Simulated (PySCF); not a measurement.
## Excited states of Re⁷⁺ (rhenium, charge +7)

Ground state [Xe] 4f14, ¹S. All numbers are calculated (PySCF 2.14, scalar relativity through the core potential, in aug-cc-pVTZ-PP with ECP60MDF (6s6p5d3f2g, 88 functions)). Vertical excitation energies in eV without spin-orbit coupling; excited terms of each kind are numbered among those the solver found. Frozen: nothing.

```tsv
term	leading excitation	EOM-EE-CCSD
1 3P°	5p → d	46.413
1 3F°	5p → d	47.883
1 1D°	5p → d	50.160
1 3D°	5p → d	50.341
1 1F°	5p → d	50.623
1 1P°	5p → d	60.643
1 3S	5p → p	77.098
1 3D	5p → p	78.597
1 1D	5p → p	79.089
1 1P	5p → p	79.490
1 3P	5p → p	79.575
1 1S	5p → p	81.191
1 3G	5p → f	90.289
1 1G	5p → f	90.757
```

The spin-orbit splitting of the hole, absent here, rivals or exceeds the spacing of these terms, so the LS terms are model states.

The 4f shell lies in the core potential, so 4f excitations, among the lowest in this ion, cannot appear.

The solver can miss terms.
